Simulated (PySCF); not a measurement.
Stretching DyB

Set-up: Dy x2c-SVPall, B x2c-SVPall; spin-free X2C with a Gaussian nucleus (PySCF 2.14). Energies in eV from Dy (4f10 6s2) + B in their ground configurations at the same level. All curves are PBE0. state 1: octet, about 9.7 electrons in the 4f shell (Mulliken), real f orbitals that mix terms; state 2: Ms = 1.5 determinant of mixed spin, about 9.4 electrons in the 4f shell (Mulliken), real f orbitals that mix terms, a second solution, started from another occupation; state 3: Ms = 2.5 determinant of mixed spin, about 9.6 electrons in the 4f shell (Mulliken), real f orbitals that mix terms, a second solution, started from another occupation.

```csv
R (Å),state 1,state 2,state 3
2.018,-0.609,-0.457,-0.1258
2.112,-0.895,-0.779,-0.4822
2.206,-1.079,-0.968,-0.7067
2.277,-1.146,-1.045,-0.8122
2.347,-1.164,-1.085,-0.8804
2.417,-1.144,-1.097,-0.9232
2.511,-1.072,-1.084,-0.9565
2.629,-0.932,-1.042,-0.9747
2.769,-0.721,-0.970,-0.9533
2.957,-0.405,-0.854,-0.8601
```

Q: Put a parabola through the three lowest points of the state 1 curve and estimate Re, k and ωe (reduced mass 10.32 u; 1 eV/Å² = 0.16022 mdyn/Å; ωe = 1302.8·√(k/μ) cm⁻¹).

A: Through R = 2.277, 2.347, 2.417 Å the second-order coefficient is 3.88 eV/Å², so Re ≈ 2.345 Å, k ≈ 1.24 mdyn/Å and ωe ≈ 452 cm⁻¹. A polynomial fit of higher order to the unrounded PBE0 energies gives Re = 2.341 Å, k = 1.26 mdyn/Å, ωe = 456 cm⁻¹; anharmonicity and rounding make the difference.

The higher-order fit for each curve: state 1: Re = 2.341 Å, ωe = 456 cm⁻¹, De = 1.16 eV; state 2: Re = 2.423 Å, ωe = 311 cm⁻¹, minimum 1.10 eV below the ground-state fragments. State 3 gave no clean fit.

Spin–orbit coupling is left out, which matters for elements this heavy, above all for dissociation energies. The state is the lowest single determinant that the PBE0 search found; with open d or f shells the true ground state can be another one.
